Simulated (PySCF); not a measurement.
Give a PBE0-D3(BJ)/def2-SVP geometry of WS2Me2 (`[CH3][W]([CH3])(=[S])=[S]`). (Singlet state.)

```
atom  x, y, z in Å
W1     0.598   -0.001    0.461
S2     0.491    0.026    2.584
S3     2.609    0.005   -0.224
C4    -0.332    1.724   -0.265
H5     0.158    2.645    0.092
H6    -1.383    1.734    0.075
H7    -0.291    1.715   -1.369
C8    -0.310   -1.751   -0.230
H9    -0.284   -1.743   -1.335
H10   -1.356   -1.774    0.122
H11    0.197   -2.665    0.120
```

Orientation and origin are arbitrary. Atoms count from 1 in this order. W1 (tungsten bonded to 2 C and 2 S) is tetrahedral (angles from 107.9° to 112.5°).

Bonds between heavy atoms (Å): W1–S2 2.127, W1–S3 2.124, W1–C4 2.090, W1–C8 2.089.

Level of theory: PBE0-D3(BJ)/def2-SVP geometry optimisation, gas phase, def2 core potentials past Kr (PySCF).

No frequency check.

On one thread of an Arm Neoverse V2, no GPU, shared host, this took 1.8 min of wall time and 0.51 GiB of memory at its peak. That covers the optimisation of the geometry.
